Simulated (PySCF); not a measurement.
A run for PySCF: R-B3LYP/LANL2DZ on BH2IO (SMILES OBI), a point of a torsion scan.

```python
from pyscf import gto, scf, dft, mp
from pyscf.data.elements import chemcore

mol = gto.M(
    atom='''
    O    -0.97043760   -0.27542040   -0.39894147
    B     0.26789560    0.17872629   -0.41681766
    I     0.88878720    1.13384421   -2.19626849
    H    -1.32086510   -0.71895065    0.37281577
    H     1.02787638    0.08618670    0.47568684
    ''',
    basis='lanl2dz',
    ecp={'I': 'lanl2dz'},
    charge=0, spin=0, verbose=3, max_memory=1800)
mf = dft.RKS(mol, xc='b3lyp')
mf.conv_tol = 1e-8
mf.max_cycle = 100
mf.kernel()
if not mf.converged:
    mf = mf.newton().run(mf.mo_coeff, mf.mo_occ)
```

Output:

```
converged SCF energy = -112.711423791626
```

Self-consistency was reached.

Cost: roughly 2.9 core-seconds.
